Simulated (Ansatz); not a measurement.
Cartesian coordinates (Å):
```xyz
16

Nb     0.0288     0.1229    -0.1168
N     -1.0254    -0.1547    -1.7785
H     -1.5621    -0.9996    -2.0032
H     -1.1154     0.5257    -2.5409
N     -0.3550    -1.2066     1.3558
H     -0.8402    -0.9779     2.2283
H      0.1524    -2.0929     1.4511
N      1.3059     1.6873    -0.1820
H      2.3260     1.5996    -0.2112
H      1.0371     2.6364     0.0986
N      1.6353    -1.0758    -0.4677
H      2.3386    -1.4205     0.1954
H      2.0158    -1.1791    -1.4174
N     -1.1634     1.4303     0.8883
H     -2.1875     1.3640     0.8229
H     -0.9342     2.0198     1.6964
```
Charge 0, spin multiplicity 1.

The numbers are results of frozen-core CCSD(T)/def2-TZVPP // PBE-D3(BJ)/def2-SVP run with Ansatz (a program for electronic structure), not measurements.

```yaml
HF energy: -334.66665 Ha
MP2 correlation energy: -1.58517 Ha
```

Problem. Estimate the CCSD correlation energy, the (T) correction, the total energy and the T1 diagnostic.

Solution. 
* **CCSD correlation energy**: -1.59362 Ha
* **(T) correction**: -0.07965 Ha
* **CCSD(T) total energy**: -336.33991 Ha
* **T1 diagnostic**: 0.023
